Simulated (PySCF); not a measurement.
A structure optimised at PBE0-D3(BJ)/def2-SVP, used in a PySCF frequency run:

```xyz
14

N      0.0000     0.0000     2.1856
B      0.0000     0.0000     0.7920
C      0.0000    -1.2912    -0.1448
C      0.0000    -0.6704    -1.5173
C      0.0000     0.6704    -1.5173
C      0.0000     1.2912    -0.1448
H      0.0000     0.8461     2.7395
H      0.0000    -0.8461     2.7395
H     -0.8786    -1.9439     0.0193
H      0.8786    -1.9439     0.0193
H      0.0000    -1.2677    -2.4354
H      0.0000     1.2677    -2.4354
H     -0.8786     1.9439     0.0193
H      0.8786     1.9439     0.0193
```

Question: Write its SMILES, formula and point group.

Answer: NB1CC=CC1, C₄H₈BN, C2v

Question: What are its rotational constants (standard atomic weights)?

Answer: 6.8404, 3.1647, 2.2229 GHz
